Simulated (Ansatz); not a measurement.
System: CH3BFS, net charge 0, doublet state. It need not be the lowest isomer of its formula. SMILES: CS[B]F
Geometry from a B3LYP-D3(BJ)/def2-TZVP (Ansatz, a first-principles code) optimisation:
```xyz
7

C     -1.9048    -0.0693     0.3445
S     -0.3509     0.4543    -0.4678
B      0.8628    -0.4902     0.4372
F      2.1529    -0.4363     0.1959
H     -2.0518    -1.1388     0.2249
H     -1.8882     0.1952     1.3979
H     -2.7074     0.4687    -0.1554
```
Charge 0, spin multiplicity 2.

Parts of the frozen-core correlation energy in STO-3G (Ansatz, hartree). Frozen orbitals: 8; correlated occupied orbitals by spin: 12 and 11; virtual: 7 and 8. Open shells are spin-unrestricted. Spin-orbit coupling is left out. No relativistic terms.

| term | value |
|---|---|
| reference (HF) | -554.75328 |
| MP2 opposite-spin | … |
| MP2 same-spin | … |
| CCSD correlation | -0.16277 |
| (T) | … |
| T1 diagnostic | 0.017 |
| largest doubles amplitude | 0.063 |
| <S^2> of the reference | 0.754 |

What belongs in the gaps?


- MP2 opposite-spin, value: -0.10716
- MP2 same-spin, value: -0.02069
- (T), value: -0.00615
